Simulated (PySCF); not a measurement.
Correlation energy of Rh²⁺ (rhodium, charge +2)

[Kr] 4d7, high-spin 4F determinant. Calculation: PySCF 2.14, in aug-cc-pVTZ-DK; the spin-free X2C one-electron Hamiltonian (Gaussian nucleus). Frozen: [Kr]; 7 electrons correlated.

```
  level  correlation energy (mhartree)
   CCSD                        -157.38
    (T)                          -3.67
CCSD(T)                        -161.05
```

Diagnostics: T1 = 0.0019, D1 = 0.0033, largest double amplitude 0.019.

Cost of the coupled-cluster step: roughly 40 core-seconds, for 7 correlated electrons.
